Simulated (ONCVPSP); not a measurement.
**What one change does to a pseudopotential (vanadium (V), ONCV)**

V (Z = 23), optimised norm-conserving Vanderbilt (ONCV), made with ONCVPSP 4.0.1 (PBE, fully relativistic). Core [Ne], reference 3s2 3p6 3d3 (charge +2). Waves: 3s: rc 1.50 bohr, ncon 5, nbas 8, qcut 10.3 1/bohr, 2 projectors, debl 3.2 Ha; 3p: rc 1.50 bohr, ncon 4, nbas 8, qcut 8.2 1/bohr, 2 projectors, debl 1.3 Ha; 3d: rc 2.30 bohr, ncon 5, nbas 10, qcut 6.3 1/bohr, 2 projectors, debl 2.8 Ha. Local part: polynomial inside 1.15 bohr (lpopt 5, dvloc0 0 Ha). Core correction: Teter function, fcfact 4, rcfact 1.05.

Open shells are filled in proportion to 2j + 1.

In the p channel the program set the typed energies aside and used -2.216, 0.250 Ha (j = l + 1/2; the other j can differ).

Change: d: qcut 7.1.

Cutoffs: the cutoffs (Ha) at which the residual kinetic energy of the hardest occupied pseudo-wave falls to 1 and 0.1 mHa per electron; they do not see the model core or the augmentation charge, which bear on the density cutoff. Errors are all-electron minus pseudo energies relative to the spin-unpolarised reference configuration.

Task: Predict the effect on cutoff, ghosts and configuration errors.

Result: The potential gets neither clearly harder nor softer (35 Ha and 41 Ha → 35 Ha and 41 Ha); of the 4 tests that both files solve, the error grows in 0 and shrinks in 4 by more than 15 % and 0.3 meV (median size 2.5 → 1.0 meV); neither file shows a bound ghost.

| quantity | base | changed |
| --- | --- | --- |
| cutoff, loose | 35 Ha | 35 Ha |
| cutoff, tight | 41 Ha | 41 Ha |
| loose cutoff by channel | s 35 Ha, p 23 Ha, d 18 Ha | s 35 Ha, p 23 Ha, d 20 Ha |
| bound ghosts | none | none |
| GHOST(+) flags under 300 eV | none | none |
| error for 3s2 3p6 3d3 4s2, meV [ΔE -22.03 eV] | -2.2 | +0.7 |
| error for 3s2 3p6 3d3 4s1, meV [ΔE -14.30 eV] | -2.8 | -1.2 |
| error for 3s2 3p6 3d2, meV [ΔE 28.90 eV] | +288 | +234 |
| error for 3s2 3p6 3d3 4p1, meV [ΔE -10.19 eV] | -0.7 | -0.3 |
| s: phases at 1.52 bohr within 0.05 rad from the reference energy up to (Ha; the scan ends near 5) | to the end of the scan | to the end of the scan |
| p3/2: phases at 1.52 bohr within 0.05 rad from the reference energy up to (Ha; the scan ends near 5) | to the end of the scan | to the end of the scan |
| p1/2: phases at 1.52 bohr within 0.05 rad from the reference energy up to (Ha; the scan ends near 5) | to the end of the scan | to the end of the scan |
| d5/2: phases at 2.33 bohr within 0.05 rad from the reference energy up to (Ha; the scan ends near 5) | 3.8 | 3.8 |
| d3/2: phases at 2.33 bohr within 0.05 rad from the reference energy up to (Ha; the scan ends near 5) | 3.8 | 3.8 |
| rms error of d²Exc/dni dnj with the model core, mHa | 8.97 | 8.97 |
